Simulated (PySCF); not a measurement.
## Assignment exercise: C₃H₇FP₂Si

Mapped SMILES: `[CH:1]#[C:2][CH2:3][Si:4]([F:5])([PH2:6])[PH2:7]` (H(Xn): hydrogen on atom n).

Calculated, not measured (PySCF): GFN2-xTB structure, GIAO PBE0/pcSseg-1 shieldings. Isolated molecule, averaged over atoms made equivalent by symmetry, fast rotation or ring inversion, no relativistic terms, a single conformation.

Referencing at the same level of theory: TMS for 13C (186.93 ppm) and 1H (31.72 ppm).

(1) Assign these signals to the numbered atoms. 13C{1H} NMR (computed): δ 83.6 (C), 75.8 (CH), 12.4 (CH2).

(2) Assign these signals to the numbered atoms. 1H NMR (500 MHz, computed): δ 2.15 (m, 2H), 1.67 (m, 4H), 1.28 (t, 1H).

Results:

(1) 
```tsv
δ (ppm)	atoms	environment	reason
83.6	C2	alkyne carbon	the triple bond shields along its axis, which puts it between sp3 and sp2 carbons
75.8	C1	terminal alkyne carbon	sp carbons lie upfield of alkene carbons because the cylindrical π system leaves one tensor component strongly shielded
12.4	C3	propargylic sp3 CH2 bonded to Si	–
```

(2) 
```tsv
δ (ppm)	atoms	environment	reason
2.15	H(C3)	hydrogen on a propargylic sp3 CH2 bonded to Si	–
1.67	H(P6)/H(P7)	hydrogen on a phosphorus bonded to Si	–
1.28	H(C1)	hydrogen on a terminal alkyne carbon	it lies on the axis of the triple bond, in its shielding cone
```

Splittings by 19F and 31P in the carbon and heteronuclear signals aren't shown, as no couplings were computed. Shifts are as computed. Against solution values, carbons near 30 ppm lie about +3 ppm off and those near 130 ppm about +5 ppm. Of 1309 compounds with measured shifts, 239 miss one by over three times the rms of a fit or turn the order of signals round; such compounds aren't used in these exercises. No couplings were computed; multiplicities are counted from neighbouring protons, with m where these are inequivalent, close in shift, in a saturated or five-membered ring or joined by F or P, and br s for small geminal =CH2 splittings.
